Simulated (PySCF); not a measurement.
Electronic structure of F²⁺ (fluorine, charge +2) at the BP86 level

Configuration: [He] 2s2 2p3, high-spin 4S determinant. All numbers are calculated (PySCF 2.14, no relativity, point nucleus, in cc-pVDZ).

```
Total energy                                     : -97.7652 hartree
One-electron energy                              : -126.0178 hartree
Hartree (Coulomb) energy                         : 37.6175 hartree
Exchange-correlation energy                      : -9.3650 hartree
Kinetic energy                                   : 97.18001 hartree
⟨S²⟩                                             : 3.7512
⟨L²⟩                                             : 0.000
Sum of ⟨r⟩                                       : 4.876 bohr
Sum of ⟨r²⟩                                      : 5.153 bohr²
Density at the nucleus (Gaussians lack the cusp) : 431 bohr⁻³
Spin density at the nucleus                      : 0.377 bohr⁻³
Langevin diamagnetic susceptibility              : -4.08 ×10⁻⁶ cm³/mol
Time after the integrals                         : 0.06 s of wall time on 1 thread of Neoverse-V2 (shared host)
```

```json
{"shell": "1s α", "electrons": "1", "mean orbital energy (eV)": "-711.21", "rms radius, mean of both spins (bohr)": "0.204"}
{"shell": "1s β", "electrons": "1", "mean orbital energy (eV)": "-708.45", "rms radius, mean of both spins (bohr)": "0.204"}
{"shell": "2s α", "electrons": "1", "mean orbital energy (eV)": "-70.549", "rms radius, mean of both spins (bohr)": "1.02"}
{"shell": "2s β", "electrons": "1", "mean orbital energy (eV)": "-63.651", "rms radius, mean of both spins (bohr)": "1.02"}
{"shell": "2p α", "electrons": "3", "mean orbital energy (eV)": "-51.630", "rms radius, mean of both spins (bohr)": "0.997"}
```
